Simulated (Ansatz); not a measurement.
Basis sets compared for Ga9P9. Charge 0, multiplicity 1. Geometry PBE-D4/def2-SVP. Ansatz on 2 threads of AMD EPYC 7R13 on a shared host and a share (18 GiB) of an NVIDIA H100 80GB HBM3; times are rough, and most runs start from earlier orbitals.

Cartesian coordinates in Å:
```
Ga 1.2903 3.9037 1.8669
Ga -1.0298 1.0190 2.9076
Ga -1.2668 -2.1127 -2.6759
Ga 1.4310 -0.0522 -1.3219
Ga -1.9646 -0.4368 0.1630
Ga -0.6792 2.0311 -0.0251
Ga 1.1376 -1.0282 1.3407
Ga 0.9268 2.1862 -2.9956
Ga -2.2673 -2.9180 -0.2953
P 0.3444 -3.3793 -0.9370
P 2.1361 -2.1519 -0.4604
P -0.5991 -3.9302 1.0642
P -2.6770 1.5879 1.1022
P -0.9487 -1.8706 1.9856
P 0.9895 3.5708 -0.7829
P -0.8258 0.3389 -1.9204
P 2.5630 1.9489 -0.4635
P 1.4398 1.2934 1.4480
```

Single mean-field runs in def2-SVP, def2-TZVP are fitted with def2-universal-jkfit. Another isomer (singlet) lies 0.03 eV lower at PBE0-D4/def2-TZVP; other spin states weren't run for this one.

Binding counts from free atoms (Ga doublet, P quartet) in the same basis, without a counterpoise term.

```
                        level  functions  energy (Eh)  HOMO (eV)  LUMO (eV)  binding per atom (eV)  wall time
PBE-D4/def2-SVP (with forces)        450  -20389.3161      -4.92      -3.75                   3.04      6.5 s
             PBE0-D4/def2-SVP        450  -20389.8654      -5.62      -3.29                   2.91       11 s
```

Q: Estimate the rows for PBE-D4/def2-TZVP, PBE0-D4/def2-TZVP.

A: 
```tsv
level	functions	energy (Eh)	HOMO (eV)	LUMO (eV)	binding per atom (eV)	wall time
PBE-D4/def2-TZVP	765	-20392.5922	-4.87	-3.72	3.07	8.5 s
PBE0-D4/def2-TZVP	765	-20393.1284	-5.54	-3.22	2.94	9 s
```
